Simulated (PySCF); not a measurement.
# From computed data to an observable: chemical shift, span and skew from a shielding tensor

sulfur tetrafluoride (F₄S), SMILES FS(F)(F)F. Atoms are numbered in the order given.

```xyz
5

F      1.2204     0.0000    -0.6181
S      0.0000     0.0000     0.3866
F      0.0000     1.6541     0.2744
F      0.0000    -1.6541     0.2744
F     -1.2204     0.0000    -0.6181
```

Geometry: PBE0-D3(BJ)/def2-SVP.

GIAO shieldings from PBE/pcSseg-2 run with PySCF, non-relativistic, no solvent. The symmetric part of the tensor of F1 has the principal values -60.0, 28.8, 272.9 ppm. The same nucleus in CFCl3 has σ = 132.0 ppm at this level (PySCF, at its B3LYP-D3(BJ)/def2-TZVP geometry).

Problem. Work out the isotropic shielding, the ¹⁹F shift against CFCl3, the span and the skew.

Solution. 
σ(iso) = (σ11 + σ22 + σ33)/3 = 80.6 ppm. δ = σ(ref) − σ(iso) = 132.0 − (80.6) = 51.4 ppm.
Span Ω = σ33 − σ11 = 332.9 ppm. Skew κ = 3(σ(iso) − σ22)/Ω = 0.47. Tumbling in solution averages the tensor to δ; in a static solid the shielding alone would spread this spin-1/2 line over Ω.
